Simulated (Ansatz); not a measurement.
`[OH][GeH2][O][SiH3]` and `[OH][GeH]([OH])[O][SiH3]` differ in one atom or group.

Ansatz, PBE0-D4/def2-TZVP geometries, multiplicity 1. Each molecule was computed in one conformer, which needn't be the lowest.

Scalar relativity is left out up to krypton.

| property | `[OH][GeH2][O][SiH3]` |
| --- | --- |
| size of the dipole moment (ωB97M-V/def2-TZVPP) / D | 1.26 |
| size of the dipole moment (B3LYP/def2-TZVPP) / D | 1.22 |
| HOMO energy (PBE0/def2-TZVPP) / eV | -8.62 |
| LUMO energy (B3LYP/def2-TZVPP) / eV | -0.23 |
| HOMO energy (ωB97M-V/def2-TZVPP) / eV | -10.94 |
| HOMO–LUMO gap (ωB97M-V/def2-TZVPP) / eV | 12.65 |

**Question.** Give the same properties after the change, and the shifts. (An estimate is asked.)

**Answer.** Computed: 
```
                                          property  `[OH][GeH]([OH])[O][SiH3]`  shift
size of the dipole moment (ωB97M-V/def2-TZVPP) / D                        0.97  -0.29
  size of the dipole moment (B3LYP/def2-TZVPP) / D                        0.97  -0.25
                HOMO energy (PBE0/def2-TZVPP) / eV                       -8.75  -0.13
               LUMO energy (B3LYP/def2-TZVPP) / eV                       -0.45  -0.22
             HOMO energy (ωB97M-V/def2-TZVPP) / eV                      -11.07  -0.13
           HOMO–LUMO gap (ωB97M-V/def2-TZVPP) / eV                       12.56  -0.09
```

With PBE0 the HOMO falls by 0.13 eV and the LUMO falls by 0.18 eV, so the gap narrows by about 0.05 eV. PBE moves the HOMO by -0.12 eV and ωB97M-V by -0.13 eV. Dipoles are sizes alone; their direction can turn.

B3LYP here is the variant with VWN-RPA as its local correlation; programs differ in this.
